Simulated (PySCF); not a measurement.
## Electron correlation in I²⁺ (iodine, charge +2)

[Kr] 4d10 5s1 5p4, high-spin 4P determinant (an excited configuration). Computed with PySCF 2.14 in aug-cc-pwCVTZ-PP with ECP28MDF, with a scalar-relativistic core potential. Frozen: 4s2 4p6 4d10; 5 electrons correlated.

MP2 pair energies summed by pair of shells (mhartree):

| pair | energy | share (%) |
| --- | --- | --- |
| 5p-5p | -61.75 | 87.3 |
| 5s-5p | -8.95 | 12.7 |

Total MP2 correlation energy: -70.70 mhartree.

Same-spin part -17.63 and opposite-spin part -53.06 mhartree; SCS-MP2 scales them by 1/3 and 6/5 to -69.55 mhartree.
